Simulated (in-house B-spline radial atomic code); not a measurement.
**Cd⁸⁺: [Kr] 4d4**

Level of theory: Dirac-Kohn-Sham LDA PW92, spherical fractional occupations, Fermi nucleus of rms radius 4.6087 fm; calculated with an all-electron radial atomic-structure program (B-spline basis).

Z_r = [3n² - l(l+1)]/(2<r>); Z_e = n√(-2ε); the last column is Slater's effective charge. Values are occupation-weighted means over j. An effective charge above Z reflects the relativistic contraction of the inner shells.

```
shell  electrons   ε (eV)  <r> (bohr)    Z_r    Z_e  Slater
   1s          2   -26624     0.03043  49.30  44.24   47.70
   2s          2  -4079.7      0.1314  45.67  34.63   43.85
   2p          6  -3682.4      0.1147  43.59  32.90   43.85
   3s          2  -878.08      0.3582  37.69  24.10   36.75
   3p          6  -747.18      0.3565  35.06  22.23   36.75
   3d         10  -540.03      0.3338  31.45  18.90   26.85
   4s          2  -242.28      0.8456  28.38  16.88   20.25
   4p          6  -201.49      0.9003  25.55  15.39   20.25
   4d          4  -139.81       1.021  20.57  12.82   10.95
```

The least bound orbital is 4d5/2 at -139.4 eV, and it is also the most diffuse (<r> = 1.024 bohr).

Spin-orbit splittings of the orbital energies (j = l + 1/2 above j = l - 1/2 when positive): 2p 192.2 eV, 3p 34.46 eV, 3d 7.032 eV, 4p 6.745 eV, 4d 1.088 eV.

For the 1s electron the small component carries 3.09 % of the norm, the zero-frequency Breit interaction raises the level by 59.34 eV, self-energy by 33.29 eV, and vacuum polarisation lowers it by 4.244 eV.

The density falls to 0.001 bohr⁻³ at 2.362 bohr; Σ<r²> = 14.568 bohr² gives, by the non-relativistic formula and without the paramagnetism of open shells, a Langevin diamagnetic susceptibility of -11.54×10⁻⁶ cm³/mol.
